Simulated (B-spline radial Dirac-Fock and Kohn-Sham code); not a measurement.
Atomic mercury: differential elastic cross section for electrons at 107 keV

Model: relativistic (Dirac) partial waves in the static field of the Dirac-Fock atom with Furness-McCarthy exchange, without polarisation or absorption potentials. Program: an atomic code on a B-spline grid.

```
θ (°)  dσ/dΩ (Å²/sr)  Sherman function
    0            145             0.000
  0.5           94.7             0.000
    1           42.6             0.000
    2           10.0             0.000
    4           1.43             0.000
    8          0.157             0.001
   12         0.0398             0.002
   16         0.0145             0.005
   24        0.00352             0.015
   32        0.00130             0.023
   45       0.000423             0.012
   60       0.000177            -0.052
   75       9.43e-05            -0.155
   90       5.80e-05            -0.269
  105       3.95e-05            -0.362
  120       2.93e-05            -0.408
  135       2.35e-05            -0.391
  150       2.01e-05            -0.307
  165       1.84e-05            -0.169
  180       1.78e-05             0.000
```

The total elastic cross section is 0.207 Å², the first transport cross section 0.00133 Å² and the second, weighted with (3/2) sin²θ, 0.00297 Å². The mean deflection is ⟨1 − cos θ⟩ = 0.00643, and 0.097 % of the collisions scatter beyond 90°.

Values without a named source are computed, but for edge energies of neutral atoms, which are taken from tables.
